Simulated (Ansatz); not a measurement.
Relaxation of C$_{3}$H$_{8}$Cl$_{2}$Si (14 atoms, charge 0, multiplicity 1), to a largest force component of 0.02 eV/Å in at most 40 steps.

Level of theory: Ansatz 0.2.0, RKS PBE0/STO-3G.

```xyz
14
Properties=species:S:1:pos:R:3:forces:R:3
C -0.993 -0.988 1.120 -1.43 4.20 1.29
C -1.112 -0.117 -0.174 -0.50 -0.58 1.34
C 0.011 0.887 -0.408 2.58 -0.83 0.07
Si 1.836 0.196 -0.645 -1.22 -1.87 0.59
Cl -0.323 1.822 -1.916 -0.55 0.64 -1.29
Cl 0.128 2.086 0.959 -0.23 0.53 0.93
H -0.117 -1.565 1.146 1.82 -1.23 0.07
H -1.869 -1.595 1.152 -0.94 -1.12 0.05
H -1.059 -0.298 2.045 0.46 -1.32 -1.64
H -2.063 0.428 -0.140 -0.20 0.09 0.03
H -1.173 -0.811 -0.999 0.13 -0.32 -0.99
H 2.234 -0.553 0.583 -0.27 0.75 -0.89
H 2.731 1.260 -0.946 0.23 0.45 -0.06
H 1.754 -0.780 -1.748 0.12 0.61 0.50
```

Problem. Where does it end, and by what steps?

Solution. It converged. The force dipped under the threshold on the way, but the program's further checks kept it going. Limits of this set-up: minimal basis. After 8 steps the energy has fallen by 0.397 eV; H9 moved furthest, 0.22 Å.

| step | energy less start (eV) | largest force component (eV/Å) | accepted |
| --- | --- | --- | --- |
| 0 | 0.0000 | 4.203 | yes |
| 1 | -0.3514 | 0.569 | yes |
| 2 | -0.3932 | 0.157 | yes |
| 3 | -0.3955 | 0.047 | yes |
| 4 | -0.3960 | 0.069 | yes |
| 5 | -0.3970 | 0.022 | yes |
| 6 | -0.3962 | 0.094 | no |
| 7 | -0.3973 | 0.005 | yes |
| 8 | -0.3974 | 0.011 | yes |

```xyz
14
Properties=species:S:1:pos:R:3
C -0.964 -0.970 1.085
C -1.129 -0.104 -0.182
C 0.042 0.898 -0.405
Si 1.787 0.148 -0.591
Cl -0.340 1.830 -1.965
Cl 0.062 2.107 1.000
H -0.085 -1.622 1.012
H -1.852 -1.603 1.211
H -0.859 -0.334 1.973
H -2.069 0.467 -0.123
H -1.185 -0.747 -1.075
H 2.170 -0.447 0.667
H 2.695 1.206 -0.956
H 1.714 -0.857 -1.624
```

The run took 69 s on 1 thread of Intel(R) Xeon(R) Platinum 8175M CPU @ 2.50GHz (Skylake/Cascade Lake) (shared host), peak memory 0.16 GiB.
